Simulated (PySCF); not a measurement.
PySCF 2.14 output of an unrestricted PBE0 calculation on a single atom or ion in aug-cc-pVDZ-DK (5s4p2d, 27 functions), with the spin-free X2C one-electron Hamiltonian (Gaussian nucleus):

```
SCF conv_tol = 1e-09
number electrons alpha = 7  beta = 6
    C. Adamo and V. Barone.,  J. Chem. Phys. 110, 6158 (1999)
    M. Ernzerhof and G. E. Scuseria.,  J. Chem. Phys. 110, 5029 (1999)
cycle= 1 E= -340.839260099506  delta_E= -0.0032  |g|= 0.0096  |ddm|= 0.292
cycle= 2 E= -340.839346748082  delta_E= -8.66e-05  |g|= 0.00192  |ddm|= 0.0218
cycle= 3 E= -340.839350667048  delta_E= -3.92e-06  |g|= 0.00022  |ddm|= 0.00526
cycle= 4 E= -340.83935070006  delta_E= -3.3e-08  |g|= 3.73e-06  |ddm|= 0.000681
cycle= 5 E= -340.839350700076  delta_E= -1.52e-11  |g|= 2.49e-07  |ddm|= 4.41e-05
converged SCF energy = -340.839350700076  <S^2> = 0.75424628  2S+1 = 2.0042418
```

The run itself started from symmetry-adapted Hartree-Fock orbitals and held the occupation by maximum overlap, on a logarithmic radial grid, so the iterations belong to that start.

Question: Which element, charge and spin multiplicity is this?

Answer: P²⁺ (phosphorus, charge +2), multiplicity 2; the state was [Ne] 3s2 3p1, 2P determinant.
